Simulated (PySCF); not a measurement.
**Silicon: a sound run and one with changed settings**

Sound run: Si⁺ [Ne] 3s2 3p1, Si²⁺ [Ne] 3s2. Computed with PySCF 2.14 in def2-SVP (4s3p1d, 18 functions), with the non-relativistic Hamiltonian (point nucleus). In the sound run the correlated levels freeze [Ne]. The sound run starts from symmetry-adapted Hartree-Fock orbitals and uses a fine grid where one is needed.

Changed run: basis STO-3G. This setting is unsound on purpose.

| species | method | sound run (hartree) | changed run (hartree) | converged |
| --- | --- | --- | --- | --- |
| Si⁺ | UHF | -288.47217 | -285.32969 | yes |
| Si⁺ | B3LYP | -288.99596 | -285.77878 | yes |
| Si⁺ | PBE0 | -288.85012 | -285.65714 | yes |
| Si⁺ | MP2 | -288.50739 | -285.34477 | yes |
| Si⁺ | CCSD(T) | -288.52584 | -285.35653 | yes |
| Si²⁺ | UHF | -287.89144 | -284.79851 | yes |
| Si²⁺ | B3LYP | -288.39267 | -285.21461 | yes |
| Si²⁺ | PBE0 | -288.24643 | -285.09403 | yes |
| Si²⁺ | MP2 | -287.92077 | -284.82189 | yes |
| Si²⁺ | CCSD(T) | -287.93504 | -284.83875 | yes |

Ionisation energy of Si⁺:

```csv
method,sound run (eV),changed run (eV)
UHF,15.803,14.454
B3LYP,16.416,15.352
PBE0,16.427,15.323
MP2,15.963,14.228
SCS-MP2,15.944,14.183
CCSD,16.058,14.089
CCSD(T),16.076,14.089
```

A minimal basis cannot let orbitals breathe on ionisation and holds almost no correlation.

For comparison, NIST gives 16.346 eV between the lowest levels.
